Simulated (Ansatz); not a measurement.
Program: Ansatz. Geometries: PBE0-D4/def2-TZVP. ΔE: electronic, gas phase. CBS: MP2 limit from def2 TZ/QZ plus the TZ coupled-cluster correction, frozen cores. This one scheme is used for every species. DFT in def2-TZVPP. HSE06 is defined as in plane-wave codes. One conformer a species, not always the lowest.

Reaction (silylene formation by 1,1-elimination): `CO[SiH](C)Cl` → `C[Si]Cl` + CH₃OH

(1) Is it downhill or uphill in electronic energy at CCSD(T)/CBS, and by how much? (Estimate.)

(2) What do these levels give: LDA (SPW92), BLYP-D4, r2SCAN-D4, PBE0-D4, r2SCANh-D4, CAM-B3LYP-D4, ωB97X-V, PBE-QIDH, PBE, BLYP, HSE06, CAM-B3LYP? (Estimate.)

Largest T1 diagnostic among the species: 0.012.

Results:

(1) The calculation gave: Uphill: ΔE = +71.9 kcal/mol.

(2) Ansatz gave: LDA (SPW92) 74.4, BLYP-D4 66.4, r2SCAN-D4 75.2, PBE0-D4 71.9, r2SCANh-D4 75.8, CAM-B3LYP-D4 73.6, ωB97X-V 74.5, PBE-QIDH 75.1, PBE 65.3, BLYP 61.3, HSE06 69.6, CAM-B3LYP 71.3 kcal/mol.

At CCSD(T), def2-SVP lies −4.2 kcal/mol from the extrapolated value and def2-TZVPP −0.8 kcal/mol. Leaving LDA and LC-ωPBE aside and taking each functional with its dispersion term where it has one, the values, not all of them listed here, spread over 10.2 kcal/mol, from BLYP-D4 to r2SCAN0-D4. LDA lies +9.1 kcal/mol from PBE without D4. From r2SCAN to r2SCAN0 (25 % exact exchange), in def2-TZVPP and without D4, ΔE moves by +1.2 kcal/mol.
